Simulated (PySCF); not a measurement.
# Nuclear quadrupole coupling in `C=CCNNC1CC1`

Compound: C₆H₁₂N₂.
Z-matrix (Å and degrees, GFN2-xTB geometry), rows numbered from 1:
```
C 
C   1  1.3195
C   2  1.4975  1  125.52
N   3  1.4510  2  112.19  1     7.49
N   4  1.4197  3  111.88  2  -170.97
C   5  1.4325  4  115.17  3   -86.53
C   6  1.4932  5  120.10  4  -146.08
C   7  1.5019  6   60.56  5   111.38
H   1  1.0768  2  121.72  3  -179.90
H   1  1.0757  2  121.43  3     1.07
H   2  1.0826  1  120.53  3   179.85
H   3  1.1050  2  108.40  1   133.00
H   3  1.0955  2  109.31  1  -110.62
H   4  1.0240  3  109.69  2    64.72
H   5  1.0176  4  107.47  3   150.11
H   6  1.0849  5  111.69  4    70.14
H   7  1.0798  6  117.76  8  -108.06
H   7  1.0788  6  118.41  8   108.80
H   8  1.0792  6  118.94  7  -108.07
H   8  1.0810  6  118.06  7   107.07
```

Field gradients from the PBE0/pcSseg-1 density (PySCF, non-relativistic), principal values in atomic units, ordered |Vxx| ≤ |Vyy| ≤ |Vzz|:

```csv
atom,Vxx,Vyy,Vzz
N4,0.4356,0.9961,-1.4317
N5,0.4400,0.9746,-1.4146
```

**Question.** Find the asymmetry η = (Vxx − Vyy)/Vzz and the couplings χ = eQV/h (234.96 MHz × Q in barn × V in au), with Q(14N) = 0.02044 b.

**Answer.** 
```
atom         environment  nucleus     η  χzz (MHz)  χxx (MHz)  χyy (MHz)
  N4  hydrazine nitrogen      14N  0.39      -6.88       2.09       4.78
  N5  hydrazine nitrogen      14N  0.38      -6.79       2.11       4.68
```

The tensor is traceless: Vxx + Vyy + Vzz = 0.

**Question.** What is Vzz at N4 in SI units (1 au = 9.71736 × 10²¹ V/m²)?

**Answer.** -1.4317 au = -13.913 × 10²¹ V/m².

Were the hydrogens deuterons (Q(2H) = 0.00286 b), χzz would run from 187 kHz (H12) to 257 kHz (H15).

The structure is a single GFN2-xTB conformer in the gas phase; no vibrational or solvent corrections. GFN2-xTB bond lengths can be off by several hundredths of an ångström, more for odd bonds, and the gradients follow them. With so small a basis the couplings can be 20 % off.

The run behind these numbers computed NMR shieldings as well. On one thread, Arm Neoverse V1 (aarch64) (shared host), this took 30 s of wall time and 0.86 GiB of memory at its peak.
